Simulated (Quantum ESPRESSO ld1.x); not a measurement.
Task: These are the eigenvalues of the occupied orbitals of an atom or ion with whole-number occupations (eV). All-electron calculation, scalar-relativistic Kohn-Sham, LDA (Slater exchange, VWN5 correlation), spin-unpolarised, spherical densities, point nucleus. Program: ld1.x of Quantum ESPRESSO 7.5.

1s: -65533.0
2s: -11454.8
2p: -10098.3
3s: -2837.42
3p: -2432.16
3d: -1951.83
4s: -800.589
4p: -666.311
4d: -492.541
5s: -315.248
4f: -297.615

Which element is it, and in what charge state? The configuration may be excited.

Result: Z = 72, hafnium, charge +14: Hf14+ in [Kr] 4d10 4f11 5s1. The list shows which subshells hold electrons but not how many an open one holds; the 1s level, -2408.3 hartree, gives Z - s = 69.4 by -(Z - s)^2/2, which with screening and relativity narrows Z to a few neighbours, and the depths of the outer levels then fix element, charge and occupations together.
